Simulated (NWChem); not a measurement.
Program: NWChem. System: BeCl (+1), charge 1, spin multiplicity 1, at a geometry optimised with B3LYP/def2-SVP. The structure started from a generated list of species. Level: PBE/def2-SVPD.

The NWChem input:

```
start mol
memory heap 200 mb stack 900 mb global 1100 mb
charge 1
geometry units angstroms nocenter noautoz
  Be     0.000000     0.000000    -1.421884
  Cl     0.000000     0.000000     0.334561
  symmetry group C2v
end
basis spherical
  * library def2-svpd
end
dft
  xc xpbe96 cpbe96
  semidirect memsize 60000000 filesize 0
  iterations 100
end
property
  dipole
  response 1 0.0
end
task dft property
```

Part of the output:

```
             Northwest Computational Chemistry Package (NWChem) 7.3.0
             --------------------------------------------------------

                                NWChem Input Module
                                -------------------

 Scaling coordinates for geometry "geometry" by  1.889725989
 (inverse scale =  0.529177249)

 Turning off AUTOSYM since
 SYMMETRY directive was detected!

                             Geometry "geometry" -> ""
                             -------------------------

 Output coordinates in angstroms (scale by  1.889725989 to convert to a.u.)

  No.       Tag          Charge          X              Y              Z
 ---- ---------------- ---------- -------------- -------------- --------------
    1 Be                   4.0000     0.00000000     0.00000000    -1.42188400
    2 Cl                  17.0000     0.00000000     0.00000000     0.33456100

 Effective nuclear repulsion energy (a.u.)      20.4868657612

            Nuclear Dipole moment (a.u.)
            ----------------------------
        X                 Y               Z
 ---------------- ---------------- ----------------
     0.0000000000     0.0000000000     0.0000018897

      Symmetry information
      --------------------

 Group name             C2v
 Group number             16
 Group order               4
 No. of unique centers     2

      Symmetry unique atoms

     1    2


 Summary of "ao basis" -> "" (spherical)
 ------------------------------------------------------------------------------
       Tag                 Description            Shells   Functions and Types
 ---------------- ------------------------------  ------  ---------------------
 *                         def2-svpd                  on all atoms

  pbe96 is a nonlocal functional; adding pw91lda local functional.
                              NWChem Property Module
                              ----------------------

                                 NWChem DFT Module
                                 -----------------

 Summary of "ao basis" -> "ao basis" (spherical)
 ------------------------------------------------------------------------------
[...]
     2   0 1 1     -0.000000     -0.000000     -0.000000      0.000000
     2   0 0 2      1.938284    -16.868047    -16.868047     35.674377

 *** CALLING NEW AORESP DRIVER FOR CLOSED AND OPEN SHELLS ***
 Entering AOResponse driver routine

--------------------------------------------------------------------------------

          ****************
          *** RESPONSE ***
          ****************

 Response module for NWChem and dynamic CPKS solver

          -----------------------------------------------
          Solving response equations for perturbing field
          -----------------------------------------------

 number of frequencies:     1
 frequency in a.u.:  0.0000000E+00
 Perturbing field: electric
 Using El. Dipole Length Gauge

 Setting up CPKS with frequency omega =      0.00000000 a.u.

 STATIC response

                                NWChem CPHF Module
                                ------------------

  scftype          =     RHF
  nclosed          =       10
  nopen            =        0
  variables        =      290
  # of vectors     =        3
  tolerance        = 0.10D-03
  level shift      = 0.00D+00
  max iterations   =       50
  max subspace     =       30

  int2e_file: Failed to allocate cache ... halving
 SCF residual:    7.2962516392367223E-006

Iterative solution of linear equations
  No. of variables      290
  No. of equations        3
  Maximum subspace       30
        Iterations       50
       Convergence  1.0D-04

   iter   nsub   residual    time
   ----  ------  --------  ---------
     1      3    7.72D+00       1.1
     2      6    1.49D+00       1.3
     3      9    2.91D-01       1.5
     4     12    3.42D-02       1.8
     5     15    8.05D-04       2.0
     6     18    6.15D-05       2.2

 Electric Dipole Response Matrix (nonzero elements):

              1        2        3
    1   19.1847   0.0000  -0.0000
    2    0.0000  19.1847   0.0000
    3   -0.0000   0.0000  28.3898

 ------------------------------------------
 average:        22.25312 + I       0.00000

 DFT Linear Response polarizability / au
 Frequency  =       0.0000000 / au
 Wavelength = -999999.0000000 / nm
              X              Y              Z
 -----------------------------------------------
 X      19.1847496      0.0000003     -0.0000004
 Y       0.0000003     19.1847496      0.0000004
 Z      -0.0000004      0.0000004     28.3898465
 -----------------------------------------------
 Eigenvalues =      19.1847493     19.1847499     28.3898465
 Isotropic   =      22.2531152
 Anisotropic =       9.2050969
 -----------------------------------------------

 Magnetic Dipole Response Matrix (nonzero elements):
 Optical rotation tensor Beta

 *** static G'=0. Use GPRIME input with finite omega
 *** or better ORBETA without GPRIME for small or zero freq.

 zero matrix

 ------------------------------------------
 average:         0.00000 + I       0.00000

 Exiting AOResponse driver routine

          -------------
          Dipole Moment
          -------------

 Center of charge (in au) is the expansion point
         X =       0.0000000 Y =       0.0000000 Z =       0.0000001

   Dipole moment        3.1639991965 A.U.
             DMX       -0.0000000441 DMXEFC        0.0000000000
             DMY        0.0000000427 DMYEFC        0.0000000000
             DMZ       -3.1639991965 DMZEFC        0.0000000000
   -EFC- dipole         0.0000000000 A.U.
   Total dipole         3.1639991965 A.U.

   Dipole moment        8.0421445693 Debye(s)
             DMX       -0.0000001122 DMXEFC        0.0000000000
             DMY        0.0000001086 DMYEFC        0.0000000000
             DMZ       -8.0421445693 DMZEFC        0.0000000000
   -EFC- dipole         0.0000000000 DEBYE(S)
   Total dipole         8.0421445693 DEBYE(S)

 1 a.u. = 2.541766 Debyes

 Task  times  cpu:        2.2s     wall:        2.2s

 Total times  cpu:        2.2s     wall:        2.2s
```
